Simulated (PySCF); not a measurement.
Task: Write a Z-matrix for `F[CH](F)[GeH2][NH][GeH3]` as optimised with PBE0-D3(BJ)/def2-SVP.

Result: 
Z-matrix in Å and degrees, rows numbered from 1:
```
F 
C   1  1.3567
F   2  1.3641  1  107.72
Ge  2  1.9947  1  109.42  3   116.80
N   4  1.8236  2  108.58  1   -63.49
Ge  5  1.8428  4  124.97  2   -56.67
H   2  1.1056  1  108.03  3  -115.92
H   4  1.5379  2  109.47  1    55.10
H   4  1.5392  2  107.59  1   177.60
H   5  1.0159  4  114.19  2    95.00
H   6  1.5426  5  112.84  4    87.03
H   6  1.5367  5  106.09  4   -33.69
H   6  1.5418  5  108.01  4  -152.43
```

N5 (nitrogen bonded to 2 Ge and H) has angles 125.0°, 115.0° and 114.2°, sum 354.2°, 0.20 Å off the plane of its three neighbours. Ge6 (germanium bonded to N and 3 H) is tetrahedral (angles from 106.1° to 112.8°). Ge4 (germanium bonded to C, N and 2 H) is tetrahedral (angles from 107.6° to 112.5°).

Theory: PBE0-D3(BJ)/def2-SVP geometry optimisation, gas phase (PySCF 2.14.0).

Point group: C1 (no symmetry element, even within 0.4 Å). Stationary, but not proved a minimum. The numbers are those of one conformer (F1–C2–Ge4–N5 -63°, C2–Ge4–N5–Ge6 -57°).
